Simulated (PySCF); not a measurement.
# Removing the step error of a finite difference

System: HFGeO, singlet, geometry from GFN2-xTB, atoms displaced at random by about 0.08 Å a coordinate. Level: PBE/STO-3G, gradient in PySCF. Sums are taken with unrounded values, so a last digit can differ.

Central differences of the energy along x of atom 2 gave a gradient component of 0.011491 Eh/bohr at step 0.05 and 0.011457 Eh/bohr at step 0.2 (atomic units).

Question: Extrapolate to zero step.

Answer: The leading error of a symmetric difference goes as h², so A(h) = A0 + c h². Then c = (0.011457 - (0.011491))/(0.2² - 0.05²) = -0.000901 (atomic units) and A0 = 0.011491 - c × 0.05² = 0.011493 Eh/bohr. The analytic value from the same program and level (with grid response) is 0.011494 Eh/bohr: the smaller step missed it by -0.000003, the extrapolation by -0.000001.
